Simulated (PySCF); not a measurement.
Structure with atom numbers: `[CH3:1][N:2]([CH3:3])[C:4](=[O:5])[SiH:6]([SiH3:7])[SiH3:8]`. Hydrogens are named by the atom that carries them.

Geometry: PBE0-D3(BJ)/def2-SVP; GIAO absolute shieldings from PySCF 2.14.0 with density-fitted response routines, gas phase, non-relativistic, averaged over equivalent atoms.

At PBE0/pcSseg-1 (222 basis functions, 77 s wall time on 1 thread of an Arm Neoverse N1, shared host):
```tsv
atoms	σ (ppm)
C4	2.3
C1/C3	149.7
N2	123.5
O5	-164.5
Si6	433.7
Si7/Si8	455.8
H(Si6)	26.56
H(Si7)/H(Si8)	27.59
H(C1)/H(C3)	28.36
```

Question: What do these become at mPW1PW91/pcSseg-1?

Answer: 
| atoms | σ at mPW1PW91/pcSseg-1 | change |
| --- | --- | --- |
| C4 | 1.0 | -1.3 |
| C1/C3 | 148.8 | -0.9 |
| N2 | 122.4 | -1.1 |
| O5 | -164.8 | -0.3 |
| Si6 | 431.0 | -2.7 |
| Si7/Si8 | 452.6 | -3.2 |
| H(Si6) | 26.66 | +0.10 |
| H(Si7)/H(Si8) | 27.67 | +0.08 |
| H(C1)/H(C3) | 28.41 | +0.05 |

The largest change is at Si7/Si8 (silicon bonded to Si, 3 H). Cost: 222 basis functions, 74 s wall time on 1 thread of an Arm Neoverse N1, shared host.

The carbons averaged at δ 34.7 differ by 10 ppm in this conformer.
